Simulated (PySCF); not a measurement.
**Calculated NMR data**

PySCF 2.14 calculation with structure optimised with GFN2-xTB and PBE0/pcSseg-1 with gauge-including orbitals; one averaged value for each set of equivalent atoms, a single conformation, isolated molecule, non-relativistic.

References, each an isolated molecule treated in the same way: $^{1}$H (σref 31.72), $^{13}$C (σref 186.93) against TMS. Where no couplings were computed, multiplicities follow the n + 1 count of equivalent neighbours, and m marks all less simple cases (inequivalent or close neighbours, rings, F or P nearby). Shifts are as computed. Against solution values, carbons near 30 ppm lie about +3 ppm off and those near 130 ppm about +5 ppm. Of 1211 compounds with measured shifts, 218 miss one by over three times the rms of a fit or turn the order of signals round; such compounds aren't used in these exercises.

**1.** `C=CC(=C)C(=O)OC`, C₆H₈O₂. $^{1}$H NMR (400 MHz, computed): δ 6.64 (m, 1H), 6.30 (br s, 1H), 5.82 (m, 1H), 5.75 (br s, 1H), 5.72 (m, 1H), 3.96 (s, 3H). $^{13}$C{$^{1}$H} NMR (computed): δ 175.6, 148.9, 141.1, 134.5, 128.0, 53.4.

**2.** SMILES CC(=O)O[Si]1(C#N)[SiH2]C[SiH2]1, C₄H₉NO₂Si₃. $^{1}$H NMR (400 MHz, computed): δ 5.03 (m, 2H), 4.82 (m, 2H), 2.29 (s, 3H), 0.99 (m, 1H), 0.57 (m, 1H). $^{13}$C{$^{1}$H} NMR (computed): δ 181.0 (C), 123.8 (C), 23.2 (CH3), -12.1 (CH2).

**3.** SMILES C=C/C=C/OC(C)=O, C₆H₈O₂. $^{1}$H NMR (400 MHz, computed): δ 7.98 (d, 1H), 6.52 (m, 1H), 6.23 (m, 1H), 5.56 (m, 1H), 5.44 (m, 1H), 2.17 (s, 3H). $^{13}$C{$^{1}$H} NMR (computed): δ 172.4, 147.6, 140.8, 123.9, 122.0, 23.3.
